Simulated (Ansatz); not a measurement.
Ansatz (a quantum-chemistry and plane-wave program) input (HF/aug-cc-pV(T+d)Z):
A basis named .json is the Basis Set Exchange file of that set.

Ansatz 0.2 input:
```yaml
crystal:
  periodic: [false, false, false]
  atoms:
    - {symbol: Si, position_ang: [0.39735093, 0.01673678, -0.03243247]}
    - {symbol: F, position_ang: [0.71388762, -1.25455577, 0.85024217]}
    - {symbol: F, position_ang: [0.61041922, 1.27616569, 0.89705804]}
    - {symbol: F, position_ang: [1.43733448, 0.08101535, -1.20914561]}
    - {symbol: O, position_ang: [-1.07346929, -0.03193275, -0.65781548]}
    - {symbol: C, position_ang: [-2.31719567, -0.09487611, 0.04155759]}
    - {symbol: H, position_ang: [-3.10872634, -0.12096651, -0.70419930]}
    - {symbol: H, position_ang: [-2.37000816, -0.99686586, 0.65369173]}
    - {symbol: H, position_ang: [-2.44802189, 0.78460868, 0.67434889]}
basis:
  gaussian:
    orbitals: aug-cc-pV_T+d_Z.json
hamiltonian:
  xc: hf
total_charge: 1
magnetization: {spin_polarized: true, initial_magnetization: 1}
```

End of the output:

```
integrals: 0.44 GiB planned
1851 factors; their error is unknown
mean field: 3.25 GiB planned
mean field evaluation 1: about -19087.9432 eV, gradient 4.7e1 eV
mean field evaluation 2: about -19092.6387 eV, gradient 3.2e1 eV
mean field evaluation 4: about -19095.4919 eV, gradient 3.4e0 eV
mean field evaluation 8: about -19096.0144 eV, gradient 5.0e-1 eV
mean field evaluation 16: about -19096.3169 eV, gradient 1.4e-2 eV
mean field evaluation 32: about -19096.0823 eV, gradient 7.1e-1 eV
mean field evaluation 64: about -19095.0120 eV, gradient 3.1e0 eV
mean field -19096.31689134 eV, -701.7767018082 hartree, gradient 9.5e-6 eV, S^2 0.760829; 2 other end points of the search recorded, 0 dependent functions left out
reference -19096.31689134 eV, -701.7767018082 hartree; 29, 28 occupied and 325, 326 virtual orbitals, 1851 factors
Total energy: -19096.31689134 eV, -701.7767018082 hartree
```

This state (charge 1, doublet) is run at the relaxed geometry of the species with charge 0 and multiplicity 1.
